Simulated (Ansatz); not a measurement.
Reaction (redistribution): `C=C[Si](N)(N)Cl` + `CB(N)[SiH3]` → `N[Si](N)(N)Cl` + `C=CB(C)[SiH3]`

Program: Ansatz. Geometries: PBE0-D4/def2-TZVP. ΔE: electronic, gas phase. CCSD(T)/CBS adds triple-zeta CCSD(T) − MP2 to the extrapolated MP2 energy (def2 sets, frozen cores). Functionals use def2-TZVPP. One conformer a species, not always the lowest.

```tsv
level	ΔE (kJ/mol)
PBE0	66.9
MP2/def2-TZVPP	67.4
```

Problem. What does CCSD(T)/CBS give? (Best estimate.)

Solution. The calculation gave: +65.6 kJ/mol. The listed levels differ from it by 1.3, 1.8 kJ/mol.

Largest T1 diagnostic among the species: 0.013.

In def2-TZVPP, CCSD(T) changes the Hartree–Fock value by +12.6 kJ/mol (the triples alone add +2.0 kJ/mol) and MP2 by +12.1 kJ/mol. From PBE to PBE0 (25 % exact exchange), in def2-TZVPP and without D4, ΔE moves by −3.0 kJ/mol.
